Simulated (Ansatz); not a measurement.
The first iterations of a band of CH$_{4}$FNO$_{2}$Si (10 atoms, charge 0, multiplicity 1).

Theory: RKS B3LYP-D4/6-31G in Ansatz 0.2.0.

```yaml
movable_images: 7
climbing_image: yes
spring: 5.0 eV/Å²
optimiser: quadratic models (default)
start_path: IDPP
force_threshold: 0.03 eV/Å
iteration_limit: 44
end_points: relaxed
```

Initial state:

```xyz
10
Properties=species:S:1:pos:R:3
N -0.060 -1.797 -0.051
C -0.425 -0.478 -0.040
F -1.839 -0.409 -0.076
O 0.147 0.316 -1.110
Si 0.509 1.653 0.036
O -0.004 0.349 1.135
H 0.901 -2.044 -0.201
H -0.711 -2.494 0.266
H -0.391 2.840 -0.072
H 1.957 2.012 0.116
```

Final state:

```xyz
10
Properties=species:S:1:pos:R:3
N -0.062 -1.798 -0.051
C -0.424 -0.478 -0.040
F -1.837 -0.406 -0.078
O 0.151 0.316 -1.110
Si 0.510 1.653 0.037
O -0.002 0.348 1.135
H -0.717 -2.494 0.262
H 0.899 -2.047 -0.197
H -0.391 2.840 -0.072
H 1.957 2.014 0.117
```

| iteration | highest image above the first end (eV) | largest band force component (eV/Å) |
| --- | --- | --- |
| 1 | 0.271 | 1.383 |
| 2 | 0.123 | 0.744 |

Task: Does the band converge within its limit, and where does its top end?

Result: The run converged. It ended after 8 iterations with the highest image 0.079 eV above the first end. A vibrational analysis at the climbing image gives one clearly imaginary mode, 100i cm⁻¹: a first-order saddle point. Limits of this set-up: no polarisation functions.

The run took 4 min on 1 thread of Arm Neoverse V1, on a shared host, peak memory 0.15 GiB.
